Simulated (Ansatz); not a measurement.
`C[SiH]([AlH2])[SiH3]` + silanol → `[AlH2][SiH]([SiH3])O[SiH3]` + CH₄ at 600 K and 1 bar (ligand exchange at the Si–C bond).

Program: Ansatz. Geometries: PBE0-D4/def2-TZVP. ΔE: electronic, gas phase. CBS: MP2 limit from def2 TZ/QZ plus the TZ coupled-cluster correction, frozen cores. This one scheme is used for every species. One conformer a species, not always the lowest.

| species | CCSD(T)/CBS energy (Eh) | H − E (kJ/mol) | S (J/(mol·K)) |
| --- | --- | --- | --- |
| `C[SiH]([AlH2])[SiH3]` | -863.62045 | 300.2 | 518.5 |
| `O[SiH3]` | -366.69042 | 135.7 | 307.9 |
| `[AlH2][SiH]([SiH3])O[SiH3]` | -1189.88644 | 295.9 | 599.2 |
| CH₄ | -40.46206 | 140.4 | 215.7 |

H − E and S are ideal-gas, rigid-rotor, harmonic terms from PBE0-D4/def2-TZVP, for one conformer and one mirror image of each species. 1 Eh = 2625.50 kJ/mol, R = 8.31446 J/(mol·K).

Question: By hand: ΔE, ΔH, ΔS and ΔG.

Answer: ΔE = (-1189.88644) + (-40.46206) − (-863.62045) − (-366.69042) = -0.03763 Eh = -98.8 kJ/mol. Δ(H − E) = 295.9 + 140.4 − 300.2 − 135.7 = 0.4, so ΔH = -98.4 kJ/mol. ΔS = 599.2 + 215.7 − 518.5 − 307.9 = -11.5 J/(mol·K). ΔG = -98.4 − 600 × (-11.5)/1000 = -91.5 kJ/mol.

Question: By hand: the equilibrium constant, and the temperature at which ΔG would vanish if ΔH and ΔS stayed fixed.

Answer: log₁₀ K = −ΔG/(RT ln 10) = 8.0. ΔG = 0 at ΔH/ΔS = 8557 K, far beyond where these terms or the molecules hold.

The number of gas molecules stays the same, so ΔS is small and ΔH decides. A doubt of 5 kJ/mol in ΔE shifts log₁₀ K by 0.4 here. Other conformers and mirror images would add mixing entropy, several J/(mol·K) or more a flexible species. Modes under 60 cm⁻¹, often nearly free rotors, make the harmonic entropy too high. These are equilibria of isolated gas molecules and say nothing of rates. Largest T1 diagnostic: 0.013 (customary marks: 0.02 for closed shells, 0.045 for open ones).
